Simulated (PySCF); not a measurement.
Compound: C₂H₅FOSi.
Cartesian coordinates in Å at the GFN2-xTB level; atoms count from 1:
```xyz
10
C2H5FOSi angstrom
C     -1.3947    0.1631    0.3332
C     -0.3334   -0.0609   -0.7101
O     -0.5997   -0.1895   -1.8842
Si     1.4936   -0.1410   -0.1101
F      1.4332    0.0656    1.4910
H     -1.3427   -0.6371    1.0696
H     -2.3851    0.1940   -0.1157
H     -1.1894    1.0974    0.8528
H      2.0605   -1.4606   -0.3215
H      2.2664    0.9736   -0.6275
```

The calculation used CAM-B3LYP/def2-SVPD in PySCF (dipole) on a GFN2-xTB geometry, gas phase.

Masses are those of the commonest isotopes; rigid-rotor values at the optimised geometry. The values belong to one conformer with, in the numbering `[CH3:1][C:2](=[O:3])[SiH2:4][F:5]`, C1–C2–Si4–F5 0°.

Give the principal moments of inertia and the rotational constants in MHz.

Ia = 75.31, Ib = 178.31, Ic = 244.41 u·Å²; 505379 MHz·u·Å²/I gives A = 6711, B = 2834, C = 2068 MHz.

Classify the top.

An asymmetric top: κ = (2 × 2834 − 6711 − 2068)/(6711 − 2068) = -0.67.

Is it planar, by Δ = Ic − Ia − Ib?

Not planar: Δ = Ic − Ia − Ib = -9.21 u·Å². For a rigid frame Δ = −2 Σ m c², so Σ m c² = 4.61 u·Å² lies off the ab plane, practically all of it from hydrogen. The atom farthest from that plane is 1.23 Å away.

List the rotational levels J(Ka,Kc) to J = 5 (K).

Above 0(0,0), as E/k:
J = 1: 1(0,1) 0.235, 1(1,1) 0.421, 1(1,0) 0.458
J = 2: 2(0,2) 0.701, 2(1,2) 0.855, 2(1,1) 0.965, 2(2,1) 1.523, 2(2,0) 1.528
J = 3: 3(0,3) 1.387, 3(1,3) 1.503, 3(1,2) 1.723, 3(2,2) 2.229, 3(2,1) 2.253, 3(3,1) 3.254, 3(3,0) 3.255
J = 4: 4(0,4) 2.284, 4(1,4) 2.361, 4(1,3) 2.726, 4(2,3) 3.166, 4(2,2) 3.235, 4(3,2) 4.204, 4(3,1) 4.207, 4(4,1) 5.627, 4(4,0) 5.627
J = 5: 5(0,5) 3.380, 5(1,5) 3.428, 5(1,4) 3.969, 5(2,4) 4.332, 5(2,3) 4.480, 5(3,3) 5.393, 5(3,2) 5.405, 5(4,2) 6.815, 5(4,1) 6.815, 5(5,1) 8.644, 5(5,0) 8.644
Those of J = 1 are B + C, A + C and A + B.

Predict some low-J microwave lines.

The dipole components are |μa| = 0.95 D, |μb| = 0.77 D, |μc| = 0.00 D; the mirror of this Cs structure is the ab plane, so μc vanishes by symmetry and there are no c-type lines. The squared components, which scale the intensities, stand as 1.00 : 0.66 (a : b). Some lines, for components of 0.1 D or more:

```json
{"type": "b", "branch": "Q", "J(Ka,Kc)": "1(1,0) ← 1(0,1)", "MHz": "4643", "lower level (cm⁻¹)": "0.164"}
{"type": "b", "branch": "Q", "J(Ka,Kc)": "2(1,1) ← 2(0,2)", "MHz": "5512", "lower level (cm⁻¹)": "0.487"}
{"type": "b", "branch": "R", "J(Ka,Kc)": "2(0,2) ← 1(1,1)", "MHz": "5825", "lower level (cm⁻¹)": "0.293"}
{"type": "b", "branch": "R", "J(Ka,Kc)": "1(1,1) ← 0(0,0)", "MHz": "8778", "lower level (cm⁻¹)": "0.000"}
{"type": "a", "branch": "R", "J(Ka,Kc)": "2(1,2) ← 1(1,1)", "MHz": "9038", "lower level (cm⁻¹)": "0.293"}
{"type": "a", "branch": "R", "J(Ka,Kc)": "2(0,2) ← 1(0,1)", "MHz": "9701", "lower level (cm⁻¹)": "0.164"}
{"type": "a", "branch": "R", "J(Ka,Kc)": "2(1,1) ← 1(1,0)", "MHz": "10571", "lower level (cm⁻¹)": "0.318"}
{"type": "b", "branch": "R", "J(Ka,Kc)": "2(1,2) ← 1(0,1)", "MHz": "12914", "lower level (cm⁻¹)": "0.164"}
{"type": "b", "branch": "Q", "J(Ka,Kc)": "2(2,1) ← 2(1,2)", "MHz": "13928", "lower level (cm⁻¹)": "0.594"}
{"type": "b", "branch": "R", "J(Ka,Kc)": "2(2,1) ← 1(1,0)", "MHz": "22200", "lower level (cm⁻¹)": "0.318"}
{"type": "b", "branch": "R", "J(Ka,Kc)": "2(2,0) ← 1(1,1)", "MHz": "23069", "lower level (cm⁻¹)": "0.293"}
```

Estimate the classical rotational partition function at 100 K, 200 K and 298.15 K.

Point group Cs, symmetry number σ = 1; q = (√π/σ)·√((kT/h)³/(ABC)), k/h = 20836.6 MHz/K: 26900 at 100 K, 76000 at 200 K, 138000 at 298.15 K.

Whether it is a minimum is left open (no frequencies). Zero-point vibration and centrifugal distortion are left out. A rigid rotor knows nothing of internal rotation, which can split or shift real lines.
